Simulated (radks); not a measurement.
The numbers below are computed, except where a source is named.
Task: Radial electron density D(r) = 4 pi r^2 rho(r) of an atom or ion with 27 electrons. Level of theory: scalar-relativistic Kohn-Sham, exchange-only LDA, spin-polarised, spherical densities, point nucleus (a radial shooting solver on a logarithmic mesh with Libxc functionals).

```
   r/bohr * D(r) (the largest magnitude, 109, reaches the edge; | marks zero)
 0.000784 |*
 0.000973 | *
 0.001217 |  *
 0.001511 |   *
 0.001875 |     *
 0.002346 |       *
 0.002911 |          *
 0.003642 |             *
 0.004521 |                  *
  0.00561 |                       *
 0.007019 |                             *
 0.008711 |                                  *
  0.01081 |                                       *
  0.01353 |                                         *
  0.01679 |                                         *
  0.02083 |                                       *
  0.02607 |                                     *
  0.03235 |                                     *
  0.04047 |                                         *
  0.05023 |                                                *
  0.06234 |                                                      *
  0.07799 |                                                     *
   0.0968 |                                             *
   0.1201 |                                      *
   0.1503 |                                       *
   0.1865 |                                           *
   0.2315 |                                       *
   0.2896 |                        *
   0.3595 |         *
   0.4497 | *
   0.5582 *
   0.6927 *
```

What is the nuclear charge?

Result: Z = 64. The innermost maximum, from 1s, lies near gamma/Z bohr with gamma = sqrt(1 - (Z/c)^2) = 0.884, here 0.0138 bohr (found: 0.0151), and its height grows with Z. The density is that of the gadolinium ion Gd37+ in [Ar] 3d9; the configuration itself is not fixed sharply by these data, and Z only to a few units. D(r) has 3 maxima, at r = 0.0151, 0.0675, 0.193 bohr, and minima at 0.0294, 0.130 bohr, inside which lie 1.95, 11.26 electrons.
